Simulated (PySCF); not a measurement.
SMILES [GeH3][CH2]N at its PBE0/def2-SVP optimised geometry (Å):

```
10

N      1.6398    -0.8345     0.0000
C      0.1898    -0.8345     0.0000
Ge    -0.4749     1.0165     0.0000
H      2.0082    -1.7787     0.0980
H      2.0012    -0.4744    -0.8809
H     -0.2965    -1.3917    -0.8287
H     -0.1748    -1.2937     0.9339
H     -0.0963     1.7281     1.3105
H     -2.0082     1.0438    -0.1727
H      0.1651     1.7787    -1.1804
```

Level of theory: PySCF 2.14.0 with PBE0/def2-TZVP.

Map of the log10 of the electron density (e/bohr³), floored at −4 on the plane z = 1.2 Å:

```
|                             |
|                             |
|                             |
|           ......            |
|         ..:----:.           |
|        .:--====-:.          |
|       .:-=++**++-:.         |
|      .:-=+*##%#*=-:         |
|     .:--=+*%@@%*+-:.        |
|    .:--=+*#%@@%#+=:.        |
|    .:-==+*#%@@%*+=:..       |
|    .:-==+*##%%#*+--::.      |
|    .:-==++*###*+=----:.     |
|    .::-==++***++=====-:.    |
|     .::--=++**+++++++=-:    |
|      ..:-=+****++***++-:.   |
|       ..:=+*###******+=:.   |
|        .:=*#%%#******+=:.   |
|        .:=*#@@%*++**+=-:.   |
|         :=+#%%#*+++++=-:    |
|         .-=+***+=====-:.    |
|         .:-=++==------:     |
|          .:----:::::::.     |
|            ..:..  ...       |
|                             |
|                             |
|                             |
|                             |
|                             |
```
Scale: ten equal steps from -4.00 (start of ' ') to -0.641 (end of '@'), in the order ' .:-=+*#%@'; x runs from -4.50 to 4.50, y from -4.50 (bottom) to 4.50 (top).
